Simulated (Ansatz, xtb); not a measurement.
Breaking the C4–H7 bond in C2H6Te (SMILES CC[TeH]) (multiplicity 1 held, fragments rigid). Energies count from the point at 1.090 Å.
Geometry at that point (charge 0, multiplicity 1):
```xyz
9

Te    -0.441    -0.155     0.452
H     -1.524    -0.012    -0.803
C      1.281    -0.198    -0.881
C      1.484     1.082    -1.672
H      1.151    -1.065    -1.525
H      2.117    -0.399    -0.212
H      1.607     1.942    -1.012
H      0.635     1.284    -2.326
H      2.377     1.003    -2.299
```

Restricted levels (R-, RO-) in cc, def2 and unpolarised 6-31G sets keep to the state of the molecule at rest. Unrestricted levels (U-) break spin symmetry where that is lower. Active spaces are followed from a long bond inwards. Levels need not reach the same state.

Correlated levels freeze the cores. Filled d and f shells under p-block atoms count as core.

Programs: Ansatz (Gaussian basis) for Hartree–Fock, density functionals and correlated methods; xtb for the GFN methods. Each number belongs to the level named beside it. In def2 rows elements past Kr take small-core potentials, without spin–orbit coupling. The GFN methods have no spin term and hold the electronic entropy of 300 K.

Energies in eV.

| R (Å) | GFN2-xTB | R-HF/def2-SVP | U-HF/def2-SVP | R-CCSD/def2-SVP | R-CCSD(T)/def2-SVP | FIC-MRCISD+Q on CASSCF(2,2)/def2-SVP |
|---|---|---|---|---|---|---|
| 0.872 | 1.23 | 1.35 | 1.35 | 1.42 | 1.43 | 1.43 |
| 0.981 | 0.23 | 0.27 | 0.27 | 0.31 | 0.31 | 0.31 |
| 1.090 | 0.00 | 0.00 | 0.00 | 0.00 | 0.00 | 0.00 |
| 1.199 | 0.16 | 0.18 | 0.18 | 0.14 | 0.13 | 0.13 |
| 1.308 | 0.51 | 0.59 | 0.59 | 0.50 | 0.49 | 0.49 |
| 1.472 | 1.16 | 1.40 | 1.40 | 1.24 | 1.21 | 1.21 |
| 1.635 | 1.86 | 2.27 | 2.27 | 2.01 | 1.96 | 1.96 |
| 1.908 | 2.95 | 3.65 | 3.27 | 3.15 | 3.06 | 3.05 |
| 2.180 | 3.83 | 4.83 | 3.65 | 4.01 | 3.84 | 3.83 |
| 2.507 | 4.62 | 5.98 | 3.82 | 4.69 | 4.36 | 4.39 |
| 2.944 | 5.26 | 7.17 | 3.88 | 5.15 | 4.52 | 4.71 |
| 3.489 | 5.63 | 8.23 | 3.90 | 5.37 | 4.33 | 4.83 |

Doubts at one or more of the structures used: a restricted determinant that unrestricted orbitals would lower (R-HF/def2-SVP, R-CCSD/def2-SVP, R-CCSD(T)/def2-SVP); a spin-contaminated determinant (U-HF/def2-SVP); other coupled-cluster roots lie near (R-CCSD/def2-SVP, R-CCSD(T)/def2-SVP); T1 above 0.05 (R-CCSD/def2-SVP, R-CCSD(T)/def2-SVP).

Ansatz is a quantum-chemistry and plane-wave program.
